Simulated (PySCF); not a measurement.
# Nb²⁺: ionisation energy

Nb²⁺ [Kr] 4d3 (4F) → Nb³⁺ [Kr] 4d2 (3F), as a difference of total energies. Computed with PySCF 2.14 in x2c-TZVPPall, with scalar relativity by spin-free X2C-1e. Correlated levels: valence: [Kr] frozen. The calculations carry no spin-orbit coupling.

```csv
method,ionisation energy (eV)
UHF,24.234
MP2 (valence),24.541
SCS-MP2 (valence),24.336
CCSD (valence),24.605
CCSD(T) (valence),24.607
```

Problem. How much does correlation contribute at CCSD(T) (valence)?

Solution. 24.607 − (24.234) = 0.373 eV, measured against UHF.

The reference lies between the lowest fine-structure levels, while these numbers refer to the centres of the terms.

Errors of the correlated levels include the incompleteness of this basis and the frozen core.

For comparison: 25.04 eV (semi-empirical (NIST evaluation); NIST Atomic Spectra Database, ionization energies).
